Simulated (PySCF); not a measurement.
In(F)(Br)(OH) (BrFHInO), SMILES [In]([Br])([OH])[F]. The structure is a stationary point at B3LYP-D3(BJ)/def2-SVP. The structure was generated by enumeration; whether it is a known compound was not checked. The def2 effective core potentials stand for the cores of In; spin–orbit coupling is left out. The values are those of a single conformer.

Task: Give the equilibrium geometry at B3LYP-D3(BJ)/def2-SVP (PySCF confirms it by a frequency run) as Cartesian coordinates in Å, and its point group. (Estimate from the structure and the level; the computed values follow.)

Result: This is not unique; one that fits is point group Cs.
```xyz
5

In     0.0034    -0.6553     0.0000
F      1.7394    -1.5696     0.0000
Br    -0.0394     1.8084     0.0000
O     -1.6321    -1.7911     0.0000
H     -1.3884    -2.7299     0.0000
```
Charge 0, spin multiplicity 1.
